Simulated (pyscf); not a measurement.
HO–Ga(OH)–OH, singlet

Gas-phase minimum from PySCF at ωB97X-D3(BJ)/def2-SVP, one conformer. 

```
Ga
O 1 1.7744
H 2 0.9637 1 113.69
O 1 1.7744 2 120.00 3 0.21
H 4 0.9637 1 113.67 2 179.86
O 1 1.7745 2 119.97 3 -179.80
H 6 0.9637 1 113.63 2 0.23
```
Charge 0, spin multiplicity 1.

Properties at ωB97X-D3(BJ)/def2-SVP:

```yaml
harmonic_wavenumbers_unscaled: 184, 184, 206, 324, 345, 345, 683, 757, 757, 805, 842, 842, 3916, 3916, 3918 cm⁻¹
zero_point_energy: 25.8 kcal/mol
rotational_symmetry_number: 3
Entropy of this conformer at 298 K and 1 atm, rigid rotor and harmonic oscillator, modes under 100 cm⁻¹ raised to 100: 315.0 J/(mol K)
dipole_moment: 0.01 D
```

Single-point totals, which compare only within one level (frozen core for MP2 and CC):

```
level                   total energy (hartree)
----------------------  ----------------------
ωB97X-D3(BJ)/def2-TZVP             -2152.52244
PBE/def2-TZVP                      -2151.99925
r²SCAN/def2-TZVP                   -2152.41003
B3LYP-D3(BJ)/def2-TZVP             -2152.58455
PBE0-D3(BJ)/def2-TZVP              -2152.03605
M06-2X/def2-TZVP                   -2152.44620
ωB97M-D3(BJ)/def2-TZVP             -2152.60260
HF/def2-TZVPP                      -2149.78799
MP2/def2-TZVPP                     -2150.74343
CCSD/def2-TZVPP                    -2150.73829
CCSD(T)/def2-TZVPP                 -2150.77380
```

Soft torsions are taken as harmonic, which can shift the entropy by several J/(mol K). The CCSD(T) − MP2 part came from Ansatz, without density fitting, on the same reference. The frozen core leaves the outer d or s,p core shells of the metals and heavy elements correlated in the MP2 and CC values, and def2-TZVPP describes them poorly, so these totals are far from the basis limit. Elements up to Kr have no core potential and no relativistic terms here.
